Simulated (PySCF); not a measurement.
**Bond length, frequency and bond energy of SbTe by level of theory**

State: ²Π (doublet), unpaired electrons π ↑. Set-up: basis Sb def2-SVP with ECP28, Te def2-SVP with ECP28; scalar-relativistic core potentials; PySCF 2.14. De refers to Sb + Te in their high-spin ground configurations, without counterpoise correction. The functionals are run spin-unrestricted. A positive dipole means Sb(−)Te(+). Levels whose curve was spin-contaminated or gave no clean fit are not listed.

```csv
Level,Re (Å),ωe (cm⁻¹),De (eV),μ (D)
PBE,2.576,253,3.03,-1.03
TPSS,2.566,257,2.92,-1.08
r²SCAN,2.556,254,2.63,-1.17
B97-3,2.555,260,2.61,-1.33
```

Task: What does the step from GGA to meta-GGA do here, going from PBE to r²SCAN?

Result: r²SCAN less PBE: -2.0 pm in Re, +0.4 % in ωe, -0.40 eV in De. 

Spin–orbit coupling is left out, which matters for elements this heavy, above all for dissociation energies. The state is the lowest determinant that a PBE0 search found; another state may lie lower at other levels.

The whole job (state search and all levels along the bond) took about 2.5 min on 1 thread of AMD EPYC 7R43 64-Core (shared host), peak memory 0.66 GiB.
